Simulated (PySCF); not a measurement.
## Potential energy of MgSe⁻ along the bond

Set-up: PySCF, scalar-relativistic core potentials, basis sets Mg aug-cc-pVDZ, Se aug-cc-pVDZ-PP with ECP10. Energies in eV from Mg + Se⁻ in their ground configurations at the same level. State: ²Σ⁺ (doublet), unpaired electrons σ ↑.

All columns are M06-2X. A positive dipole points towards Se; it is taken about the centre of mass and depends on that origin.

| R (Å) | E (eV) | μ (D) | Mulliken charge on Mg (basis-dependent) | HOMO (eV) | LUMO (eV) | Mayer bond order | ⟨S²⟩ |
| --- | --- | --- | --- | --- | --- | --- | --- |
| 2.032 | -0.966 | 0.42 | -0.12 | -0.80 | 0.78 | 1.96 | 0.75 |
| 2.127 | -1.420 | 0.12 | -0.12 | -0.91 | 0.82 | 1.86 | 0.75 |
| 2.221 | -1.667 | -0.17 | -0.10 | -1.02 | 0.89 | 1.76 | 0.75 |
| 2.292 | -1.752 | -0.39 | -0.06 | -1.09 | 0.96 | 1.68 | 0.75 |
| 2.363 | -1.772 | -0.60 | -0.03 | -1.16 | 1.04 | 1.61 | 0.75 |
| 2.434 | -1.742 | -0.79 | 0.00 | -1.23 | 1.12 | 1.54 | 0.76 |
| 2.528 | -1.648 | -1.02 | 0.04 | -1.31 | 1.22 | 1.45 | 0.76 |
| 2.647 | -1.472 | -1.24 | 0.08 | -1.36 | 1.34 | 1.34 | 0.76 |
| 2.788 | -1.222 | -1.28 | 0.09 | -1.32 | 1.47 | 1.18 | 0.77 |
| 2.977 | -0.913 | -0.15 | 0.02 | -1.48 | 1.74 | 0.77 | 0.78 |

A fit through these points gives, at Re = 2.353 Å, μ = -0.57 D and dμ/dR = -2.86 D/Å; the reduced mass is 18.45 u.

Q: How strong is the fundamental in the double-harmonic approximation, I = 42.26·(dμ/dR)²/μred km/mol?

A: I = 42.26·(-2.86)²/18.45 = 18.7 km/mol at M06-2X.

Spin–orbit coupling is left out. For an ion De counts to the pair picked by the measured ionisation energies or electron affinities, which need not be the lowest pair at this level. The state is the lowest determinant that a PBE0 search found; another state may lie lower at other levels.
